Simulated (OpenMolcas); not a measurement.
# Tb3+: moving or changing the point charges

Tb3+ among 6 point charges of -1.5 e arranged as a trigonal antiprism (D3d), 2.77 Å from the ion, with a polar angle of 58.0° against the regular 54.74°.

```yaml
Program: OpenMolcas
Method: CASSCF
Basis: ANO-RCC-VTZP [8s7p5d3f2g1h]
Scalar_Hamiltonian: DKH2, point nucleus
Active_space: 8 electrons in 7 orbitals (4f)
State_averaging: 2S+1 = 7 even, 7 roots; 2S+1 = 5 even, 62 roots kept (CI in the orbitals of an earlier block); 2S+1 = 3 even, 1 root kept (CI in the orbitals of an earlier block, 0 in the spin-orbit step)
Spin-orbit_coupling: RASSI with atomic mean-field integrals over the reference wave functions
```

Runs around this geometry, states (labels of D3, the rotations of D3d). Energies in cm-1 above the lowest state or level, χT in cm3 K/mol.

```tsv
R (Å)	q (e)	Ground state	First state of that spin	First gap with spin-orbit (degeneracies)	Width of lowest J	χT at 300 K
2.77	-0.75	7A2	7E 59.2	8.8 (1, 2)	205	11.779
2.77	-1.5	7A2	7E 119.2	16.7 (1, 2)	410	11.728
3.06	-1.5	7A2	7E 77.0	11.8 (1, 2)	301	11.763
3.16	-1.5	7A2	7E 67.1	10.5 (1, 2)	272	11.770
```

Taking the width of the lowest J multiplet as R^-n, n = -ln(272 / 410) / ln(3.16 / 2.77) = 3.1 between the shortest and longest distance.

Scaling the charges by -0.75 / -1.5 = 0.50 scales the width of the lowest J multiplet by 205 / 410 = 0.50; with fixed orbitals a first-order splitting would follow the charge.

High states are left out of the spin-orbit mixing, which shifts the levels that they would mix with. Point charges carry no covalency, so the field is a model and not that of real ligands. No measured value stands beside these numbers.
